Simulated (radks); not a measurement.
Neutral lead inside a hard spherical wall (all orbitals vanish at R), configuration held at [Hg] 6p2 and not refilled when levels cross. Method: scalar-relativistic Kohn-Sham, LDA (Slater exchange, VWN5 correlation), spin-polarised, spherical densities, finite nucleus; open shells are filled with parallel spins first (spin-orbit coupling, left out, can overturn this in heavy ions); Fermi nuclear charge, rms radius 5.5012 fm; computed with a radial shooting solver on a logarithmic mesh with Libxc functionals. Eigenvalues in eV for spin up, with the zero of energy where the potential of the charges vanishes at infinity; a dash marks a level that is unbound or too diffuse for the functional's potential to be trusted. A positive occupied level is held by the wall or, in an anion where self-interaction has pushed it up, behind a barrier. The pressure on the wall is -dE/dV.

R (bohr)  E (hartree)  kinetic (hartree)    e(5p)    e(5d)    e(6s)   e(6p)  e(7s, empty)  e(6d, empty)  pressure (GPa)
free      -20864.9208          23559.011  -85.883  -21.282  -12.602  -4.064        -0.636             -               0
20        -20864.9208          23559.011  -85.883  -21.282  -12.602  -4.064        -0.629         0.621        < 0.0001
10        -20864.9201          23559.017  -85.824  -21.224  -12.554  -4.016         0.059         1.697          0.0168
8         -20864.9151          23559.053  -85.572  -20.979  -12.352  -3.792         1.472         2.895           0.219
6         -20864.8719          23559.292  -84.464  -19.912  -11.484  -2.613         6.785         6.493            3.54
4         -20864.3563          23561.673  -79.134  -14.944   -6.417   5.104        33.685        22.369             114
2.5       -20858.2955          23586.127  -55.229    8.465   30.271  55.219        163.88        97.304            4930
2         -20845.3907          23633.612  -27.144   40.232   92.538  132.55        330.18        193.64           26900
